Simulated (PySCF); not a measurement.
H2OZn. Atoms are numbered in the order given.

```xyz
4

Zn    -0.0065    -0.3731     0.0000
H     -0.0021    -1.8873     0.0000
O      0.1126     1.3976     0.0000
H     -0.7031     1.8995     0.0000
```
Charge 0, spin multiplicity 1.

Geometry optimised at PBE0-D3(BJ)/def2-TZVP.

Computed with PBE/def2-TZVPD in PySCF.

Gas-phase values at a fixed geometry.

Computed frontier levels, gap, dipole moment and polarisability:
| Property | Result |
|---|---|
| highest occupied level | -6.70 eV |
| lowest empty level | -1.32 eV |
| orbital gap | 5.38 eV |
| dipole moment | 1.35 D |
| quadrupole, principal values (traceless, Buckingham form, about the centre of nuclear charge) | -6.32, 0.89, 5.44 D·Å |
| mean static polarisability | 33.0 bohr³ (4.88 Å³) |
| polarisability, principal values | 28.2, 28.5, 42.2 bohr³ |
